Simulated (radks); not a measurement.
Correlation energies from several functionals, in hartree. Species: Tc+ [Kr] 4d5 5s1; Te4+ [Kr] 4d10 5s2; In+ [Kr] 4d10 5s2. Calculated with a radial shooting solver on a logarithmic mesh with Libxc functionals: non-relativistic Kohn-Sham, PBE, spin-polarised, spherical densities, point nucleus. Every spin shell is full or empty, so the densities are truly spherical. Functionals are evaluated on that one density, not self-consistently.

functional      Tc+     Te4+      In+
PW92        -3.8810  -4.7786  -4.6153
VWN5        -3.8990  -4.7995  -4.6355
Wigner      -2.0915  -2.5933  -2.5715
PBE         -2.1176  -2.6454  -2.5683
P86         -2.4006  -3.0005  -2.9117
PW91        -2.2954  -2.8647  -2.7755
TPSS        -2.1154  -2.6481  -2.5710
revTPSS     -2.1422  -2.6768  -2.6024
Tao-Mo      -2.0352  -2.5598  -2.4816
